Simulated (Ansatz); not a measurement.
```yaml
crystal:
  periodic: [false, false, false]
  atoms:
    - {symbol: Se, position_ang: [0.005058, -0.008076, -0.694705]}
    - {symbol: H, position_ang: [1.047370, -0.017263, 0.355216]}
    - {symbol: H, position_ang: [-1.052427, 0.025339, 0.339489]}
basis:
  gaussian: {orbitals: def2-SVPD}
hamiltonian: {xc: {name: B97}}
scf: {lower_state_search: off}
```

```sh
$ ansatz run in.yaml --threads 2 --pin off --events-out ev --progress --plain --max-ram 4352MiB
```

Shortened log:

```
Functional definition: B97
  name "B97"
  cite "Becke, J. Chem. Phys. 107, 8554 (1997) doi:10.1063/1.475007"
  parameter cx = 0.1943
  parameter cx0 = 0.8094
  parameter cx1 = 0.5073
  parameter cx2 = 0.7481
  parameter css0 = 0.1737
  parameter css1 = 2.3487
  parameter css2 = -2.4868
  parameter cos0 = 0.9454
  parameter cos1 = 0.7471
  parameter cos2 = -4.5961
  exchange = spin_sum(e_x_unif_s*poly(b97_u_x, cx0, cx1, cx2)) + cx*exact_x
  correlation = spin_sum(e_c_pw_same_spin*poly(b97_u_same, css0, css1, css2))
      + integral(e_c_pw_opposite_spin*poly(b97_u_opposite, cos0, cos1, cos2))
these checks for a lower state are left out or cut short: stability, starts, cluster_reference, orbital_swaps, neighbouring_geometries, increment
549 factors; integrals over basis functions are off by at most 1.1e-3 eV
mean field evaluation 1: about -65370.8665 eV, gradient 7.4e0 eV
mean field evaluation 2: about -65370.9648 eV, gradient 5.2e0 eV
mean field evaluation 4: about -65371.0503 eV, gradient 8.8e-2 eV
mean field evaluation 8: about -65371.0545 eV, gradient 1.1e-2 eV
mean field -65371.05445558 eV, -2402.3419411503 hartree, gradient 4.4e-7 eV, S^2 0.000000; 0 other end points of the search recorded, 0 dependent functions left out
reference -65371.05448875 eV, -2402.3419423694 hartree; 18, 18 occupied and 39, 39 virtual orbitals, 549 factors
Total energy: -65371.05448875 eV, -2402.3419423694 hartree
Checks for a lower state left out: stability, starts, cluster_reference, orbital_swaps, neighbouring_geometries, increment
```

It took 0.95 s on 2 threads of Arm Neoverse N1 on a shared host.
